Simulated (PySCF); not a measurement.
Ta(O)(OH)(NH2)2 (H5N2O2Ta), SMILES [NH2][Ta]([NH2])([OH])=[O], multiplicity 1.

The structure is a stationary point at PBE0-D3(BJ)/def2-SVP. The spin state was assumed, not searched. The def2 effective core potentials stand for the cores of Ta; spin–orbit coupling is left out. One conformer was computed; it need not be the lowest.

Two levels are set side by side: PBE/def2-TZVP (PySCF) and r2SCAN/def2-TZVP (PySCF). Same geometry, gas phase. Differences are taken from unrounded values.

```csv
quantity,r2SCAN
orbital gap (eV),5.50
highest occupied level (eV),-6.20
lowest empty level (eV),-0.70
dipole moment (D),2.81
mean polarisability (bohr³),60.6
```

**Question.** What does PBE give, and how far is it from r2SCAN? (The exact figures need the calculation; the answer reports its results.)

**Answer.** 
```json
[
 {"quantity": "orbital gap (eV)", "PBE": "4.98", "PBE minus r2SCAN": "-0.52"},
 {"quantity": "highest occupied level (eV)", "PBE": "-5.88", "PBE minus r2SCAN": "0.32"},
 {"quantity": "lowest empty level (eV)", "PBE": "-0.90", "PBE minus r2SCAN": "-0.20"},
 {"quantity": "dipole moment (D)", "PBE": "2.70", "PBE minus r2SCAN": "-0.10"},
 {"quantity": "mean polarisability (bohr³)", "PBE": "62.5", "PBE minus r2SCAN": "1.9"}
]
```

Rough cost on one machine, each run with all the roots and properties that it gave: r2SCAN against PBE about 3 times.
